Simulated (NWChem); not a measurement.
# HTeSI; SMILES S[Te]I

```xyz
4

Te     0.6147    -0.9827     0.0040
I     -0.1219     1.6446     0.0054
S     -1.4878    -2.1194     0.0496
H     -1.6984    -2.1524    -1.2878
```
Atoms are numbered in this order, from 1.

All runs: NWChem. Structure relaxed at the PBE0/def2-SVP level. def2 effective core potentials on Te, I; no spin-orbit coupling. Level PBE/def2-SVP: energy and gradient on several grids; changes count from the extra-fine grid, which is no exact limit either.

Problem. Which is the coarsest grid (xfine; xcoarse; fine; coarse; medium) from which on the energy stays within 100 μHa and each gradient component within 200 μHa/bohr of xfine?

Solution. coarse.
```
grid     size of the energy change (μHa)  largest change of a gradient component (μHa/bohr)
-------  -------------------------------  -------------------------------------------------
xcoarse                              200                                               2000
coarse                                30                                               < 30
medium                              < 10                                                 80
fine                                < 10                                               < 30
xfine                               < 10                                               < 30
```
